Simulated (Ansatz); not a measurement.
Ansatz (an electronic-structure program) input for 2-chlorobuta-1,3-diene (C4H5Cl), SMILES C=CC(=C)Cl, PBE/def2-SVPD. The structure is a stationary point at B3LYP-D3(BJ)/def2-SVP. The values are those of a single conformer.

Ansatz 0.2 input:
```yaml
crystal:
  periodic: [false, false, false]
  atoms:
    - {symbol: C, position_ang: [-0.44051981, 2.07799674, 0.00000000]}
    - {symbol: C, position_ang: [0.60178153, 1.23643030, 0.00000000]}
    - {symbol: C, position_ang: [0.54127741, -0.22544289, 0.00000000]}
    - {symbol: C, position_ang: [1.62333686, -1.01889805, 0.00000000]}
    - {symbol: Cl, position_ang: [-1.05783411, -0.95558351, -0.00000000]}
    - {symbol: H, position_ang: [-1.46798320, 1.70780336, -0.00000000]}
    - {symbol: H, position_ang: [-0.28646871, 3.15922083, 0.00000000]}
    - {symbol: H, position_ang: [1.62233761, 1.63448127, -0.00000001]}
    - {symbol: H, position_ang: [2.61986007, -0.57106936, -0.00000001]}
    - {symbol: H, position_ang: [1.54017824, -2.10603296, 0.00000000]}
basis:
  gaussian:
    orbitals: def2-SVPD
hamiltonian:
  xc: {name: PBE}
```

Log of the run:

```
WARN ansatz: RAYON_NUM_THREADS=1 ignored (pool sized by the plan → 1); use --threads N
Functional definition: PBE
integrals: 0.08 GiB planned
1272 factors; their error is unknown
mean field: 0.53 GiB planned
mean field evaluation 1: about -16723.6360 eV, gradient 6.1e1 eV
mean field evaluation 2: about -16709.0201 eV, gradient 9.2e1 eV
mean field evaluation 4: about -16733.0322 eV, gradient 1.6e1 eV
mean field evaluation 8: about -16733.7469 eV, gradient 1.2e-1 eV
mean field evaluation 16: about -16733.6758 eV, gradient 1.4e-4 eV
mean field -16733.67575455 eV, -614.9512414868 hartree, gradient 4.9e-5 eV, S^2 0.000000; 0 other end points of the search recorded, 0 dependent functions left out
reference -16733.67580032 eV, -614.9512431688 hartree; 23, 23 occupied and 124, 124 virtual orbitals, 1272 factors
Total energy: -16733.67580032 eV, -614.9512431688 hartree
```

Self-consistency was reached.

Cost: about 2.6 core-seconds (a rough figure).
